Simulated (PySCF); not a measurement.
# Correlation energy of Ni²⁺ (nickel, charge +2)

[Ar] 3d7 4p1, one real determinant (an excited configuration). Computed with PySCF 2.14 in ANO-RCC-VTZP, with the spin-free X2C one-electron Hamiltonian (Gaussian nucleus). Frozen: [Ne]; 16 electrons correlated.

MP2 pair energies summed by pair of shells (mhartree):

```csv
pair,energy,share (%)
3p-3d,-203.33,38.8
3d-3d,-177.49,33.8
3p-3p,-58.12,11.1
3s-3d,-34.49,6.6
3s-3p,-26.37,5.0
3d-4p,-15.05,2.9
3p-4p,-5.65,1.1
3s-3s,-3.49,0.7
3s-4p,-0.54,0.1
```

Total MP2 correlation energy: -524.53 mhartree.

Same-spin part -177.01 and opposite-spin part -347.51 mhartree; SCS-MP2 scales them by 1/3 and 6/5 to -476.02 mhartree.

The reference is one real determinant that mixes LS terms of this configuration.
